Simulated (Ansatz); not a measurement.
Species: MoO, net charge 0, quintet state. SMILES: [Mo]=[O]

Atoms: Mo1, O2. Bonds: Mo1-O2.

Bond lengths (Å) and angles (degrees) optimised at PBE/6-31G* with LANL2DZ past Ar with Ansatz (an electronic-structure program); B3LYP/LANL2DZ with Ansatz; MP2/6-31G* with LANL2DZ past Ar with Ansatz, each started from the B3LYP-D3(BJ)/def2-TZVP structure (Ansatz) of the last column. A row stands for all coordinates that are equal there. 6-31G* holds six Cartesian d functions.

```tsv
coordinate	PBE/6-31G* with LANL2DZ past Ar	B3LYP/LANL2DZ	MP2/6-31G* with LANL2DZ past Ar	B3LYP-D3(BJ)/def2-TZVP
Mo1-O2	1.724	1.746	1.597	1.698
```

Mean signed difference of all 1 bond lengths from B3LYP-D3(BJ)/def2-TZVP: PBE/6-31G* with LANL2DZ past Ar 0.026 Å, B3LYP/LANL2DZ 0.048 Å, MP2/6-31G* with LANL2DZ past Ar -0.100 Å.
